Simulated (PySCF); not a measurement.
Calcium: a sound run and one with changed settings

Sound run: Ca [Ar] 4s2, Ca⁺ [Ar] 4s1. All numbers are calculated (PySCF 2.14, the spin-free X2C one-electron Hamiltonian (Gaussian nucleus), in aug-cc-pVDZ-X2C (6s5p3d, 36 functions)). In the sound run the correlated levels freeze [Ar]. The sound run starts from symmetry-adapted Hartree-Fock orbitals and uses a fine grid where one is needed.

Changed run: basis STO-3G, all-electron and non-relativistic. This setting is unsound on purpose.

```csv
species,method,sound run (hartree),changed run (hartree),converged
Ca,UHF,-679.62922,-669.98887,yes
Ca,MN15,-680.66600,-669.42418,yes
Ca,TPSS,-680.46433,-670.72692,yes
Ca,MP2,-679.64677,-670.00456,yes
Ca,CCSD(T),-679.65715,-670.01744,yes
Ca⁺,UHF,-679.44009,-669.84136,yes
Ca⁺,MN15,-680.43311,-669.22528,yes
Ca⁺,TPSS,-680.24289,-670.53748,yes
```

Ionisation energy of Ca:

```csv
method,sound run (eV),changed run (eV)
UHF,5.147,4.014
MN15,6.337,5.412
TPSS,6.026,5.155
MP2,5.624,4.441
SCS-MP2,5.720,4.526
CCSD,5.907,4.791
CCSD(T),5.907,4.791
CCSDT,5.907,4.791
FCI,5.907,4.791
```

A minimal basis cannot let orbitals breathe on ionisation and holds almost no correlation. The Hamiltonian changed with the basis, so the totals do not compare.

For comparison, NIST gives 6.113 eV between the lowest levels.
